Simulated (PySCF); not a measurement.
## Computed structure and properties of [EuCl3(NH3)]−

System: [EuCl3(NH3)]− (singlet in the valence; each metal's 4f electrons, 7 of them, lie in its core potential, out of spins and levels); start: template (C3v). Method: PySCF 2.14.0, RKS PBE0, Eu lcecp-0-SVP with ECP53, Cl def2-SVP, N def2-SVP, H def2-SVP; non-relativistic Hamiltonian with scalar-relativistic core potentials where named; density fitting; no spin-orbit coupling.

Input of the relaxation:

```python
mol = gto.M(atom='''
Eu    -0.10601     0.10601    -0.10601
Cl     1.50749     1.71951     1.50749
Cl    -1.71951    -1.50749     1.50749
Cl     1.50749    -1.50749    -1.71951
N     -1.66771     1.66771    -1.66771
H     -2.28091     2.28091    -1.13071
H     -1.13071     2.28091    -2.28091
H     -2.28091     1.13071    -2.28091''',
    basis={'Eu': 'lcecp-0-SVP', 'Cl': 'def2-SVP', 'N': 'def2-SVP', 'H': 'def2-SVP'},
    ecp={'Eu': 'lcecp-0-SVP'},
    charge=-1, spin=0)
mf = dft.RKS(mol, xc='PBE0')
mf.grids.atom_grid = (50, 194)  # f atoms: unpruned, at least (60, 302)
mf = mf.density_fit()  # fitting sets: Eu AutoAux, Cl def2-universal-JKFIT, N def2-universal-JKFIT, H def2-universal-JKFIT
mf.conv_tol = 1e-08; mf.max_cycle = 55
mf.kernel(dm0)  # dm0: converged density of the start geometry
# quasi-Newton relaxation in Cartesian coordinates to a largest gradient under 0.00045 Eh/bohr, steps kept in the point group
```

Run from Python with OMP_NUM_THREADS=2; the lines above give its settings. Where DIIS fails, smearing, a level shift and second-order steps follow.
It took 65 s on 2 threads of Arm Neoverse V1, with other jobs on the host, from the converged density of the start.

Course of the relaxation:

```csv
step,energy above end (eV),largest force component within the symmetry (eV/Å)
0,0.3494,0.736
1,0.2411,0.521
2,0.1069,0.197
3,0.0389,0.073
4,0.0181,0.104
5,0.0140,0.111
6,0.0036,0.075
7,0.0016,0.051
8,0.0006,0.024
9,0.0001,0.009
10,0.0000,0.001
```

Relaxed geometry (C3v):

```xyz
8

Eu    0.0655   -0.0655    0.0655
Cl    1.2331    2.1202    1.2331
Cl   -2.1202   -1.2331    1.2331
Cl    1.2331   -1.2331   -2.1202
N    -1.4857    1.4857   -1.4857
H    -2.0866    2.0866   -0.9235
H    -0.9235    2.0866   -2.0866
H    -2.0866    0.9235   -2.0866
```

```json
{"contact": "Eu1–Cl2 (Cl)", "Å": "2.739"}
{"contact": "Eu1–Cl3 (Cl)", "Å": "2.739"}
{"contact": "Eu1–Cl4 (Cl)", "Å": "2.739"}
{"contact": "Eu1–N5 (NH3)", "Å": "2.687"}
```

On the finer grid (75, 302):

- HOMO: not given (4f levels lie in the core)
- LUMO: not given (4f levels lie in the core)
- Dipole about the centre of mass: 4.38 D
- Set of Mulliken populations of Eu1 outside the core potential: s 2.24, p 6.35, d 0.99, f 0.02
- D3(BJ) dispersion energy (not in the energies): -0.189 eV

```csv
atom,Mulliken (e),Löwdin (e),spin (e)
Eu1,0.40,-0.25,0.00
Cl2,-0.52,-0.32,0.00
Cl3,-0.52,-0.32,0.00
Cl4,-0.52,-0.32,0.00
N5,-0.29,-0.06,0.00
H6,0.15,0.09,0.00
H7,0.15,0.09,0.00
H8,0.15,0.09,0.00
```

The 4f levels lie in the core potential and are missing. Their spin isn't counted.

On the grid (50, 194), as all that follows. Harmonic modes: a minimum within the noise of the softest modes; lowest 38 cm⁻¹ (negative: unstable), highest 3654 cm⁻¹, zero-point energy 1.075 eV.

Taking off one Cl (charge -1, singlet; the rest: singlet) in vacuum, both parts rigid, costs 3.70 eV; the small basis without counterpoise inflates it.

Rigid scan of Cl along the line from its metal:

```csv
distance to Cl2 (Å),energy (eV)
2.44,0.398
2.54,0.155
2.64,0.034
2.74,0.000
2.84,0.026
2.94,0.093
3.14,0.299
3.44,0.673
3.84,1.164
4.34,1.685
```

Taking off one NH3 (charge 0, singlet; the rest: singlet) in vacuum, both parts rigid, costs 0.81 eV; the small basis without counterpoise inflates it.

Rigid scan of NH3 along the line from its metal:

```json
{"distance to N5 (Å)": "2.39", "energy (eV)": "0.225"}
{"distance to N5 (Å)": "2.49", "energy (eV)": "0.086"}
{"distance to N5 (Å)": "2.59", "energy (eV)": "0.019"}
{"distance to N5 (Å)": "2.69", "energy (eV)": "0.000"}
{"distance to N5 (Å)": "2.79", "energy (eV)": "0.014"}
{"distance to N5 (Å)": "2.89", "energy (eV)": "0.048"}
{"distance to N5 (Å)": "3.09", "energy (eV)": "0.147"}
{"distance to N5 (Å)": "3.39", "energy (eV)": "0.310"}
{"distance to N5 (Å)": "3.79", "energy (eV)": "0.492"}
{"distance to N5 (Å)": "4.29", "energy (eV)": "0.646"}
```

One start shape was tried, so this needn't be the lowest isomer.

An lcecp potential fixes the number of 4f electrons, so in runs with it no electron can move into or out of that shell.
